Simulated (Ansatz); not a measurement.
Total energies of Cu(PH3)(SiH3) (CuSiPH6) from Ansatz at PBE-D4/def2-TZVP, gas phase (1 Eh = 27.2114 eV = 2625.5 kJ/mol). The reference geometry is relaxed at B3LYP-D4/def2-SVP.

```xyz
9

Cu   -0.0246    0.0011   -0.0023
P     2.0827   -0.4067   -0.7904
H     2.8610   -1.4428   -0.2084
H     3.0637    0.6190   -0.7319
H     2.2738   -0.7707   -2.1502
Si   -2.1365    0.4158    0.8060
H    -3.1141   -0.7115    0.6020
H    -2.8160    1.6095    0.1885
H    -2.1900    0.6864    2.2866
```

```tsv
state	geometry	energy (Eh)
charge 0 singlet	reference	-2274.44880
charge 1 doublet	reference	-2274.14913
free Cu atom (doublet)	–	-1640.24447
free P atom (quartet)	–	-341.10299
free H atom (doublet)	–	-0.49962
free Si atom (triplet)	–	-289.22285
```

Task: Work out the vertical ionisation energy to the doublet.

Result: E(charge 1 doublet) − E(charge 0 singlet) = -2274.14913 − (-2274.44880) = 0.29967 Eh = 8.15 eV. For comparison, −ε of the highest occupied level is 5.29 eV at this level, 2.86 eV less.

Task: What is the binding energy per atom against free atoms?

Result: Atoms: 1 × (-1640.24447) + 1 × (-341.10299) + 6 × (-0.49962) + 1 × (-289.22285) = -2273.56803 Eh. Binding: -2273.56803 − (-2274.44880) = 0.88077 Eh = 23.97 eV, or 2.66 eV for each of 9 atoms (no zero-point energy, no counterpoise term).
